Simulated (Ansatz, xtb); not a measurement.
**C5H4N2: which of two isomers lies lower**

Structure X is `N#Cc1ccc[nH]1`, a singlet and structure Y is `N#Cn1cccc1`, a singlet. Both are isolated molecules in the gas phase, relaxed with r2SCAN-D4/def2-SVP.

X (Å):

```csv
atom,x (Å),y (Å),z (Å)
C,-1.6991,-1.3418,-0.4931
C,-0.7360,-0.3944,-0.9061
C,-0.0562,-0.2565,-2.1180
C,0.7959,0.8650,-1.9928
C,0.6190,1.3833,-0.7161
N,-2.4958,-2.1210,-0.1434
N,-0.3049,0.6182,-0.0707
H,-0.1800,-0.9069,-2.9815
H,1.4706,1.2584,-2.7509
H,1.0824,2.2370,-0.2249
H,-0.6353,0.7577,0.8765
```

Y (Å):

```xyz
11

C    -1.9986   -0.9027   -0.6385
C    -0.0766   -0.3794   -2.0340
C     0.9784    0.4895   -1.9165
C     0.8341    1.1968   -0.6793
C    -0.3065    0.7470   -0.0640
N    -2.9795   -1.4926   -0.4156
N    -0.8710   -0.2243   -0.8949
H    -0.3588   -1.0970   -2.8012
H     1.7789    0.6099   -2.6448
H     1.5035    1.9595   -0.2844
H    -0.7876    1.0054    0.8767
```

Q: Estimate which is lower in electronic energy at CCSD(T)/def2-SVP + ΔMP2/def2-TZVPP, and by roughly how much.

A: The CCSD(T)/def2-SVP + ΔMP2/def2-TZVPP calculation puts structure X lower, by 63.7 kJ/mol.

Level by level:

```
                             level            geometry  E(Y) − E(X) (kJ/mol)  departure from the last row (kJ/mol)  job, with rough time for the two
                          GFN2-xTB            GFN2-xTB                   −10.2                                 −73.8              optimisation, 0.12 s
                         HF/STO-3G            GFN2-xTB                   +50.3                                 −13.3               single point, 0.4 s
      r2SCAN-D4/def2-SVP//GFN2-xTB            GFN2-xTB                   +71.6                                  +7.9               single point, 4.9 s
                r2SCAN-D4/def2-SVP  r2SCAN-D4/def2-SVP                   +69.4                                  +5.8                optimisation, 38 s
                       HF/def2-SVP  r2SCAN-D4/def2-SVP                   +58.0                                  −5.6           part of the CCSD(T) run
                      MP2/def2-SVP  r2SCAN-D4/def2-SVP                   +72.4                                  +8.8           part of the CCSD(T) run
                  CCSD(T)/def2-SVP  r2SCAN-D4/def2-SVP                   +63.2                                  −0.4                      single point
CCSD(T)/def2-SVP + ΔMP2/def2-TZVPP  r2SCAN-D4/def2-SVP                   +63.7                                                      single point, 62 s
```

As drawn, Y has 1 C–N, 1 C–H in place of 1 C–C, 1 N–H.

GFN2-xTB puts the two in the other order. The largest departure from CCSD(T)/def2-SVP + ΔMP2/def2-TZVPP is that of GFN2-xTB, 73.8 kJ/mol. The last row adds to CCSD(T) the change of the MP2 difference between the two basis sets, here +0.4 kJ/mol.

With thermal terms from frequencies at re-optimised GFN2-xTB minima (ideal gas, soft modes damped towards free rotors, one conformer each, 298.15 K, 1 atm): the zero-point term adds −0.8 kJ/mol; ΔH is +62.7 and ΔG +64.7 kJ/mol.

The correlated steps freeze 7 core orbitals. Programs: Ansatz 0.2.0, xtb 6.7.1; the last row on 2 threads of Arm Neoverse V1 on a shared host.
